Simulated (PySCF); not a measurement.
**`C[C@@H]1CC[Si@@](N)(F)C1`, C$_{5}$H$_{12}$FNSi**

Geometry:
```tsv
atom	x (Å)	y (Å)	z (Å)
C1	2.315	-0.416	0.914
C2	1.101	-0.433	-0.007
C3	0.792	0.958	-0.569
C4	-0.510	0.888	-1.375
Si5	-1.580	-0.314	-0.378
N6	-2.851	0.433	0.504
F7	-2.141	-1.508	-1.348
C8	-0.162	-0.942	0.706
H9	2.521	-1.413	1.296
H10	2.139	0.247	1.760
H11	3.196	-0.064	0.380
H12	1.308	-1.100	-0.851
H13	0.660	1.651	0.264
H14	1.620	1.322	-1.181
H15	-0.306	0.487	-2.368
H16	-0.930	1.881	-1.512
H17	-3.299	-0.091	1.238
H18	-3.541	0.959	-0.007
H19	-0.127	-2.023	0.825
H20	-0.211	-0.511	1.706
```

Level of theory: TDDFT B3LYP/def2-SVPD circular dichroism and optical rotation, one conformer, gas phase in PySCF 2.14.0. Geometry: GFN2-xTB.

The molecule is flexible and this is one conformer; a measurement averages over conformers. States above about 7.7 eV (minus the energy of the highest occupied orbital) lie near or above the ionisation threshold and depend on the basis. Singlets 11 and 12 lie within 0.01 eV of each other, so their separate moments and overlaps can depend on how they mix.

Problem. Draw the ECD and absorption spectra from the lowest 12 states, each a Gaussian of half-width 0.25 eV at 1/e height.

Solution. 
| E (eV) | λ (nm) | Δε (L mol⁻¹ cm⁻¹) | ε (L mol⁻¹ cm⁻¹) |
| --- | --- | --- | --- |
| 6.23 | 199 | -0.07 | 52.4 |
| 6.38 | 194 | -0.56 | 404 |
| 6.53 | 190 | -2.03 | 1530 |
| 6.68 | 186 | -3.15 | 2870 |
| 6.83 | 182 | -0.99 | 2850 |
| 6.98 | 178 | +2.28 | 1750 |
| 7.13 | 174 | +0.88 | 1020 |
| 7.28 | 170 | -5.91 | 1190 |
| 7.43 | 167 | -11.83 | 1820 |
| 7.58 | 164 | -9.04 | 2030 |
| 7.73 | 160 | +0.10 | 2360 |
| 7.88 | 157 | +8.68 | 3230 |
| 8.03 | 154 | +10.42 | 3740 |

Δε uses R in velocity form, ε uses f in length form. Only the states computed contribute, so the short-wavelength end is incomplete.
